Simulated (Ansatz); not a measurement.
CH$_{3}$SSbSe, SMILES `[Se]=C[S][SbH2]` at its PBE0-D4/def2-TZVP geometry, where that method's forces vanish. Charge 0, multiplicity 1. Sb: def2 effective core potential.

```xyz
7

Se   -1.9873    1.2540   -1.9445
C    -0.8474    0.5366   -0.8089
S     0.6173   -0.2076   -1.2990
Sb    1.6699   -0.9707    0.7825
H    -1.0438    0.5457    0.2615
H     1.3635    0.4943    1.6097
H     0.2277   -1.6523    1.3987
```

(1) What forces (eV/Å) does ωB97M-V/def2-TZVPP give on these atoms in Ansatz 0.2.0? (Estimate.)

## Answers

(1) The calculation gave: 
```
Se1  0.077 -0.052  0.118
C2  -0.244  0.124  0.080
S3   0.258 -0.138 -0.005
Sb4 -0.260  0.134  0.038
H5  -0.005  0.011 -0.105
H6   0.042 -0.125 -0.071
H7   0.131  0.046 -0.054
```
